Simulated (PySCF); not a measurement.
# How the method moves the HOMO and LUMO of `C#CBP[SiH3]`

Compound: C2H6BPSi.
Cartesian coordinates in Å at the PBE0-D3(BJ)/def2-SVP level; atoms count from 1:
```
atom  x, y, z in Å
C1     3.3078   -0.3971   -0.0066
C2     2.1867   -0.0111   -0.2959
B3     0.7826    0.4327   -0.6318
P4    -0.4325    0.9650    0.6926
Si5   -2.3095   -0.1152    0.0871
H6     4.2982   -0.7359    0.2383
H7     0.4370    0.5577   -1.7833
H8    -0.0153    0.2468    1.8466
H9    -2.1377   -1.5915   -0.0631
H10   -3.3563    0.1458    1.1188
H11   -2.7224    0.4771   -1.2186
```

Basis pcSseg-2 throughout (PySCF), one geometry. Isolated species at its PBE0-D3(BJ)/def2-SVP geometry (one conformer only).

Problem. How do the orbital energies, the gap and the dipole change with the method?

Solution. 
```json
{"method": "BLYP", "kind": "GGA", "HOMO (eV)": "-6.10", "LUMO (eV)": "-2.97", "gap (eV)": "3.13", "μ (D)": "1.01", "SCF cycles": "16"}
{"method": "B97-D", "kind": "GGA", "HOMO (eV)": "-6.21", "LUMO (eV)": "-2.99", "gap (eV)": "3.23", "μ (D)": "1.05", "SCF cycles": "16"}
{"method": "PBE", "kind": "GGA", "HOMO (eV)": "-6.28", "LUMO (eV)": "-3.16", "gap (eV)": "3.12", "μ (D)": "1.07", "SCF cycles": "16"}
{"method": "OPBE", "kind": "GGA", "HOMO (eV)": "-6.28", "LUMO (eV)": "-3.06", "gap (eV)": "3.22", "μ (D)": "1.09", "SCF cycles": "16"}
{"method": "KT2", "kind": "GGA", "HOMO (eV)": "-6.30", "LUMO (eV)": "-3.14", "gap (eV)": "3.16", "μ (D)": "1.08", "SCF cycles": "17"}
{"method": "KT3", "kind": "GGA", "HOMO (eV)": "-6.31", "LUMO (eV)": "-3.08", "gap (eV)": "3.23", "μ (D)": "1.05", "SCF cycles": "17"}
{"method": "BP86", "kind": "GGA", "HOMO (eV)": "-6.36", "LUMO (eV)": "-3.22", "gap (eV)": "3.14", "μ (D)": "1.06", "SCF cycles": "15"}
{"method": "LDA", "kind": "LDA", "HOMO (eV)": "-6.39", "LUMO (eV)": "-3.37", "gap (eV)": "3.02", "μ (D)": "1.10", "SCF cycles": "15"}
{"method": "B97-2", "kind": "global hybrid", "HOMO (eV)": "-7.07", "LUMO (eV)": "-2.31", "gap (eV)": "4.76", "μ (D)": "1.09", "SCF cycles": "14"}
{"method": "B3LYP", "kind": "global hybrid", "HOMO (eV)": "-7.08", "LUMO (eV)": "-2.47", "gap (eV)": "4.61", "μ (D)": "1.05", "SCF cycles": "14"}
{"method": "PBE0", "kind": "global hybrid", "HOMO (eV)": "-7.30", "LUMO (eV)": "-2.32", "gap (eV)": "4.98", "μ (D)": "1.10", "SCF cycles": "14"}
{"method": "mPW1PW91", "kind": "global hybrid", "HOMO (eV)": "-7.32", "LUMO (eV)": "-2.32", "gap (eV)": "5.00", "μ (D)": "1.09", "SCF cycles": "14"}
{"method": "BHandHLYP", "kind": "global hybrid", "HOMO (eV)": "-8.17", "LUMO (eV)": "-1.31", "gap (eV)": "6.86", "μ (D)": "1.10", "SCF cycles": "13"}
{"method": "CAM-B3LYP", "kind": "range-separated hybrid", "HOMO (eV)": "-8.50", "LUMO (eV)": "-1.24", "gap (eV)": "7.25", "μ (D)": "1.08", "SCF cycles": "13"}
{"method": "wB97X-D", "kind": "range-separated hybrid", "HOMO (eV)": "-9.05", "LUMO (eV)": "-0.56", "gap (eV)": "8.49", "μ (D)": "1.12", "SCF cycles": "13"}
{"method": "HF", "kind": "Hartree–Fock", "HOMO (eV)": "-9.56", "LUMO (eV)": "1.10", "gap (eV)": "10.65", "μ (D)": "1.23", "SCF cycles": "12"}
{"method": "LC-wPBE", "kind": "range-separated hybrid", "HOMO (eV)": "-9.81", "LUMO (eV)": "-0.22", "gap (eV)": "9.60", "μ (D)": "1.15", "SCF cycles": "14"}
```

The HOMO spans 3.71 eV, from BLYP down to LC-wPBE, and the gap runs from 3.02 eV (LDA) to 10.65 eV (HF). Over the methods BLYP (0 %), B97-D (0 %), PBE (0 %), OPBE (0 %), KT2 (0 %), KT3 (0 %), BP86 (0 %), LDA (0 %), B97-2 (21 %), B3LYP (20 %), PBE0 (25 %), mPW1PW91 (25 %), BHandHLYP (50 %), HF (100 %), a straight line through the gap against the share of exact exchange rises by 0.75 eV for each 10 % (correlation coefficient 1.000). The dipole ranges from 1.01 D (BLYP) to 1.23 D (HF). This basis has no diffuse functions.
